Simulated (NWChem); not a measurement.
Molecule: C3H7Cl; SMILES CC(C)Cl

Results from NWChem. Structure relaxed at the PBE0/def2-SVP level. Level M06-2X/def2-SVP: energy and gradient on several grids; changes count from the extra-fine grid, which is no exact limit either.

### Question
Which is the coarsest grid (fine; medium; xcoarse; coarse; xfine) from which on the energy stays within 50 μHa and each gradient component within 100 μHa/bohr of xfine?

### Answer
fine.
```
grid     size of the energy change (μHa)  largest change of a gradient component (μHa/bohr)  time, medium = 1 (rough)
-------  -------------------------------  -------------------------------------------------  ------------------------
xcoarse                             8000                                                800                   about 1
coarse                                40                                                900                   about 1
medium                              < 10                                                200                   about 1
fine                                < 10                                               < 30                   about 1
xfine                               < 10                                               < 30                         3
```
